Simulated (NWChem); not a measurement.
# HIOSi

```xyz
4

Si    -1.1348    -1.2745     0.0000
I      0.2966     0.7680     0.0000
O      0.0547    -2.4388     0.0000
H     -0.2721    -3.3479     0.0000
```
Charge 0, spin multiplicity 1.

Everything below was run with NWChem. Structure: optimised with PBE0/def2-SVP with def2 effective core potentials on I, a minimum by its harmonic frequencies. It is one conformer; others weren't searched.

Symmetry labels belong to the abelian group Cs used in the runs, with the axes of the coordinates shown.

Effective core potentials replace the inner electrons of I; spin-orbit coupling is left out. The structure started from a generated list of species.

Q: List the lowest 4 singlet excitations that TD-PBE/def2-SVPD with def2 effective core potentials on I gives, with oscillator strengths.

A: 
```
state  symmetry  energy (eV)  wavelength (nm)      f
-----  --------  -----------  ---------------  -----
1            a"         3.29              376  0.005
2            a"         3.73              333  0.011
3            a'         4.06              305  0.018
4            a'         5.21              238  0.098
```
